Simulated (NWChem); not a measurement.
# C3H4F2; SMILES FC(F)C=C

```xyz
9

C     -0.0327     1.9088     0.2375
C      0.6459     0.8319    -0.1835
C      0.0185    -0.5170    -0.3925
F      0.7110    -1.4645     0.3217
F     -1.2829    -0.5346     0.0250
H     -1.1096     1.8439     0.4575
H      0.4641     2.8808     0.3763
H      1.7241     0.8773    -0.4123
H      0.0364    -0.8314    -1.4646
```
Atoms are numbered in this order, from 1.

Computed with NWChem. The geometry was optimised at PBE-D3(BJ)/def2-SVP. B3LYP is NWChem's, with the RPA form of VWN correlation. Field at 589 nm.

For level B3LYP/aug-cc-pVDZ:

| Quantity | Value |
|---|---|
| isotropic polarisability (bohr³) | 43.2 |
| anisotropy (bohr³) | 18.4 |

Problem. What are these values for level B3LYP/def2-SVP?

Solution. The isotropic polarisability (bohr³) is 33.6 and the anisotropy (bohr³) is 21.8.
